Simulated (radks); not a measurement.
Question: These are the eigenvalues of the occupied orbitals of an atom or ion with whole-number occupations (Ry). Calculated with a radial shooting solver on a logarithmic mesh with Libxc functionals: scalar-relativistic Kohn-Sham, r2SCAN, spin-unpolarised, spherical densities, finite nucleus; meta-GGA in the generalised Kohn-Sham scheme; Fermi nuclear charge, rms radius of each element as measured or else 0.836 A^(1/3) + 0.57 fm.

orbital  eigenvalue
1s        -5771.130
2s        -1017.415
2p        -881.9139
3s        -241.2966
3p        -201.6587
3d        -158.5488
4s        -53.68562
4p        -40.59001
4d        -24.60281
5s         -8.78548
4f         -6.87519
5p         -5.28645
5d         -1.32568
6s         -1.03089

Which element is it, and in what charge state? The configuration may be excited.

Answer: Z = 78, platinum, charge +1: Pt+ in [Xe] 4f13 5d9 6s1. The list shows which subshells hold electrons but not how many an open one holds; the 1s level, -2885.6 hartree, gives Z - s = 76.0 by -(Z - s)^2/2, which with screening and relativity narrows Z to a few neighbours, and the depths of the outer levels then fix element, charge and occupations together.
